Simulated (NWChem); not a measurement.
System: InH2S2Cl; SMILES [In]([SH])([SH])[Cl]

```xyz
6

In     0.0000     0.0000    -0.0067
Cl     0.0000     0.0000     2.3335
S     -2.1357     0.0000    -1.0841
H     -1.5956     0.0000    -2.3240
S      2.1357     0.0000    -1.0841
H      1.5956     0.0000    -2.3240
```
Atoms are numbered in this order, from 1.

Results from NWChem. Geometry: optimised at PBE0/def2-SVP. def2 effective core potentials on In; no spin-orbit coupling. Level MN15/def2-SVP: energy and gradient on several grids; changes count from the extra-fine grid, which is no exact limit either.

**Question.** Which is the coarsest grid (medium; xfine; xcoarse; fine; coarse) from which on the energy stays within 100 μHa and each gradient component within 200 μHa/bohr of xfine?

**Answer.** medium.
| grid | size of the energy change (μHa) | largest change of a gradient component (μHa/bohr) |
|---|---|---|
| xcoarse | 2000 | 200 |
| coarse | < 10 | 900 |
| medium | < 10 | 70 |
| fine | < 10 | < 30 |
| xfine | < 10 | < 30 |
